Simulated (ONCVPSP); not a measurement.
## H: ONCV pseudisation with PBEsol, scalar-relativistic reference atom.

H, optimised norm-conserving Vanderbilt (ONCV), made with ONCVPSP 4.0.1 (PBEsol, scalar-relativistic). Core none, reference 1s1. Waves: 1s: rc 1.35 bohr, ncon 5, nbas 8, qcut 5.4 1/bohr, 1 projector; p scattering state at 0.02 Ha: rc 1.15 bohr, ncon 4, nbas 9, qcut 6.3 1/bohr, 2 projectors, debl 1.4 Ha. Local part: polynomial inside 0.85 bohr (lpopt 5, dvloc0 6 Ha). Core correction: none.

All-electron outer shells of the reference configuration (PBEsol, scalar-relativistic, ld1.x):

| shell | level (eV) | outermost node (bohr) | outermost maximum (bohr) |
| --- | --- | --- | --- |
| 1s | -6.33 | – | 1.05 |

What the tests gave:

| Item | Value |
| --- | --- |
| Cutoffs needed | 13 Ha and 53 Ha (the cutoffs (Ha) at which the residual kinetic energy of the hardest occupied pseudo-wave falls to 1 and 0.1 mHa per electron) |
| Ghost test | no bound ghost flagged; no localised positive-energy state flagged |

Generation and tests took about 2 s on one core of a shared server CPU.
